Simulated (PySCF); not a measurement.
Unknown compound

An unknown has the formula C3H7ClO2S. Its calculated NMR data are:

¹H NMR (500 MHz, computed): δ 3.20 (sept, 1H), 1.46 (d, 6H).

¹³C{¹H} NMR (computed): δ 69.8, 19.0.

- GIAO B97-2/pcSseg-2 shieldings
- geometry from PBE0-D3(BJ)/def2-TZVP
- run in PySCF
- no relativistic terms, one conformer, one averaged value for each set of equivalent atoms, no solvent model

Shifts are taken against calculated references (same method and geometry level): TMS for ¹H, ¹³C.

**Question.** Propose a structure and justify it.

**Answer.** 
The formula gives 0 degrees of unsaturation. 2 carbon signals for 3 carbons: some carbons are equivalent by symmetry or fast rotation. Carbon types of the structure: 1 × CH, 2 × CH3, which accounts for all hydrogens. δC 69.8: sp3 CH bonded to S. δC 19.0: methyl carbon; aliphatic region, no heteroatom directly attached. δH 3.20: hydrogen on an sp3 CH bonded to S. δH 1.46: hydrogen on a methyl carbon.

These data were computed for SMILES CC(C)S(=O)(=O)Cl.

The shifts were computed for this structure.

Shifts are as computed. Against solution values, carbons near 30 ppm lie about +3 ppm off and those near 130 ppm about +7 ppm. Of 1211 compounds with measured shifts, 218 miss one by over three times the rms of a fit or turn the order of signals round; such compounds aren't used in these exercises. No couplings were computed; multiplicities are counted from neighbouring protons, with m where these are inequivalent, close in shift, in a saturated or five-membered ring or joined by F or P, and br s for small geminal =CH2 splittings.
